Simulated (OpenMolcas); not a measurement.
# Si2H3F3 (SMILES F[Si](F)(F)[SiH3]): the vertical energy of the triplet above the singlet, rung by rung

Si2H3F3 has 8 atoms, charge 0, and is taken as a singlet. SMILES: `F[Si](F)(F)[SiH3]`. The coordinates come from a PBE0-D4/def2-TZVP relaxation.

Each level gives the vertical energy of the triplet above the singlet (eV). The values are calculated.

| level | kind | program | value (eV) | CPU time (all runs) |
| --- | --- | --- | --- | --- |
| HF/cc-pVDZ | Hartree–Fock | OpenMolcas | 7.14 | 44 s |
| BLYP/cc-pVDZ | GGA | OpenMolcas | 6.70 | 2.9 min |
| revPBE/cc-pVDZ | GGA | OpenMolcas | 6.53 | 2.7 min |
| M06-L/cc-pVDZ | meta-GGA | OpenMolcas | 6.92 | 3.6 min |
| TPSS/cc-pVDZ | meta-GGA | OpenMolcas | 6.65 | 3.4 min |
| r2SCAN/cc-pVDZ | meta-GGA | OpenMolcas | 6.66 | 3.2 min |
| M06-2X/cc-pVDZ | hybrid meta-GGA | OpenMolcas | 7.14 | 3.7 min |
| PBE0/cc-pVDZ | global hybrid | OpenMolcas | 6.84 | 2.6 min |

The values span 6.53 to 7.14 eV. A triplet this far above the singlet is often a Rydberg-like or dissociative state; sets without diffuse functions put Rydberg states too high. The upper state's dipole differs much between rows, so they may not all be the same state. CPU times are rough (shared hosts, several kinds of processor and program).
